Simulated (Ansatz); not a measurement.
Species: C₃H₁₂Si₂ (charge 0, singlet). 
Coordinates optimised at B3LYP-D3(BJ)/def2-TZVP (Ansatz, a quantum-chemistry and plane-wave program):
```
C
H 1 1.0979
C 1 1.5464 2 108.98
H 3 1.0944 1 109.18 2 -64.40
H 3 1.0945 4 105.90 1 117.43
C 3 1.5273 4 108.78 5 117.32
H 6 1.0915 3 110.91 4 -54.24
H 6 1.0917 7 107.59 3 122.56
H 6 1.0924 7 107.93 8 115.76
Si 1 1.8835 2 105.82 3 -119.48
H 10 1.4820 1 110.90 2 -51.86
H 10 1.4841 11 108.59 1 121.26
H 10 1.4846 11 108.88 12 117.58
Si 1 1.8859 2 106.53 3 122.64
H 14 1.4827 1 112.34 2 -46.69
H 14 1.4833 15 107.87 8 -171.12
H 14 1.4837 15 108.41 16 -117.50
```
Charge 0, spin multiplicity 1.

Basis-set convergence of Hartree-Fock and CCSD correlation energies (hartree) with Ansatz. Cores are frozen in the correlated levels unless marked. Spin-orbit coupling is left out. Non-relativistic.

```json
[
 {"basis": "cc-pV(D+d)Z", "functions": "148", "E(HF)": "-698.46558", "E(corr, CCSD)": "-0.73554"},
 {"basis": "cc-pV(T+d)Z", "functions": "336", "E(HF)": "-698.52471", "E(corr, CCSD)": "-0.87021"},
 {"basis": "cc-pV(Q+d)Z", "functions": "653", "E(HF)": "-698.53943", "E(corr, CCSD)": "-0.91099"}
]
```

Extrapolating the two largest sets (X = 3 and 4) as X^-3: E(corr) = (64·(-0.91099) - 27·(-0.87021))/37 = -0.9407 Eh, an estimate of the basis-set limit. The largest set recovers 96.8 % of it, the smallest 78.2 %.
